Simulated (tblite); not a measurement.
C₆H₁₅NSi.
Numbering: `[CH3:1][CH:2]([CH3:3])[C@@H:4]1[CH2:5][NH:6][SiH2:7][CH2:8]1` (hydrogens: H9, H10, H11 on C1; H12 on C2; H13, H14, H15 on C3; H16 on C4; H17, H18 on C5; H19 on N6; H20, H21 on Si7; H22, H23 on C8)

Geometry (GFN2-xTB, Å), atoms numbered from 1 in this order:
```
atom  x, y, z in Å
C1    -2.1823   -0.1332    0.9936
C2    -1.2744    0.3123   -0.1532
C3    -1.8883   -0.1227   -1.4836
C4     0.1466   -0.2497   -0.0006
C5     0.7772    0.0859    1.3557
N6     2.1914   -0.2053    1.2414
Si7    2.8395   -0.0063   -0.3316
C8     1.1129    0.2576   -1.0768
H9    -3.2036    0.1966    0.8138
H10   -1.8556    0.2860    1.9414
H11   -2.1850   -1.2180    1.0760
H12   -1.2138    1.4077   -0.1402
H13   -1.3083    0.2495   -2.3236
H14   -1.9265   -1.2087   -1.5439
H15   -2.9026    0.2601   -1.5762
H16    0.1021   -1.3415   -0.0749
H17    0.6004    1.1438    1.6011
H18    0.3458   -0.5253    2.1538
H19    2.7043   -0.1403    2.1039
H20    3.7117    1.1583   -0.5357
H21    3.5150   -1.2370   -0.7513
H22    0.9333    1.3181   -1.2600
H23    0.9557   -0.2608   -2.0193
```

Method: GFN2-xTB as coded in tblite; computed harmonic values from a numerical Hessian at the method's own geometry, unscaled. Errors from tens to a few hundred cm⁻¹ against measured bands are possible. Modes of hydrogen on silicon can be 10 to 20 % off. One conformer, not necessarily the lowest.

Harmonic wavenumbers (cm⁻¹): 66.7, 94.3, 151.8, 179.2, 221.7, 233.6, 314.5, 347.3, 376.7, 398.8, 438.1, 471.8, 507.2, 531.9, 561.0, 672.9, 780.2, 809.8, 811.0, 855.4, 883.4, 932.4, 947.8, 973.5, 982.7, 1021.4, 1082.7, 1103.7, 1141.0, 1155.0, 1162.5, 1180.1, 1222.3, 1231.0, 1236.7, 1292.2, 1317.4, 1326.0, 1350.6, 1367.6, 1408.3, 1421.5, 1491.6, 1499.2, 1501.1, 1507.6, 1510.0, 1519.6, 2193.5, 2241.0, 2847.4, 2912.4, 2929.8, 2940.1, 2974.8, 3018.6, 3022.7, 3025.6, 3027.9, 3033.6, 3046.7, 3048.9, 3486.3.

A = 3385, B = 1039, C = 839.8 MHz; mass 129.097 u (most abundant isotopes); point group C1, symmetry number 1.

Task: What is the zero-point energy?

Result: ½Σν̃ = 43671 cm⁻¹ = 124.86 kcal/mol.

Task: Entropy at 298.15 K, 1 bar (ideal gas, RRHO, classical rotation)?

Result: Translation 40.51, rotation 29.08, vibration 26.91: S = 96.5 cal/(mol K).

Task: And Cp and H(298.15 K) − H(0)?

Result: Cp = 41.05 cal/(mol K), of which vibrations give 33.10 (their classical limit is 63 R = 125.2); H(298.15 K) − H(0) = 6.95 kcal/mol without the zero-point energy, 4.58 from vibrations.

Task: Which modes carry the vibrational entropy at 298.15 K?

Result: 66.7 cm⁻¹: 4.25; 94.3 cm⁻¹: 3.57; 151.8 cm⁻¹: 2.65; 179.2 cm⁻¹: 2.34; 221.7 cm⁻¹: 1.95; 233.6 cm⁻¹: 1.85 cal/(mol K); the other 57 give 10.31 together.

Task: Blend soft modes into free rotors: weight 1/[1 + (100 cm⁻¹/ν̃)⁴] for the oscillator and the rest for a rotor with moment μB/(μ + B), μ = h/(8π²ν), B = 10⁻⁴⁴ kg m². What vibrational entropy results?

Result: 25.71 cal/(mol K) in place of 26.91, which changes −T·S at 298.15 K by +0.36 kcal/mol.

Hindered rotation and anharmonicity are outside this model. Other conformers, if any are populated, would add a mixing term that is left out. The structure is chiral; the term R ln 2 for an equal mix with its mirror image is left out.
